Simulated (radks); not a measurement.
Results of a calculation; reference values are marked as such.
The mercury ion Hg77+, 3 electrons, occupied as [He] 2s1 (the NIST ground configuration). Level of theory: scalar-relativistic Kohn-Sham, r2SCAN, spin-polarised, spherical densities, finite nucleus; open shells are filled with parallel spins first (spin-orbit coupling, left out, can overturn this in heavy ions); meta-GGA in the generalised Kohn-Sham scheme; Fermi nuclear charge, rms radius 5.4648 fm (a radial shooting solver on a logarithmic mesh with Libxc functionals).

Unscreened Slater integrals over Kohn-Sham orbitals (cm^-1). They are taken over the spin-up orbitals. Empty in this configuration: 2p.

\begin{tabular}{lr}
integral & value \\ \hline
F0(2s,2s) & 2966500 \\
F0(2s,1s) & 4211800 \\
G0(2s,1s) & 453440 \\
F0(2s,2p) & 3108000 \\
G1(2s,2p) & 1771400 \\
F0(1s,1s) & 1.2665e+07 \\
F0(1s,2p) & 4531600 \\
G1(1s,2p) & 905440 \\
F0(2p,2p) & 3338500 \\
F2(2p,2p) & 1585700 \\
\end{tabular}
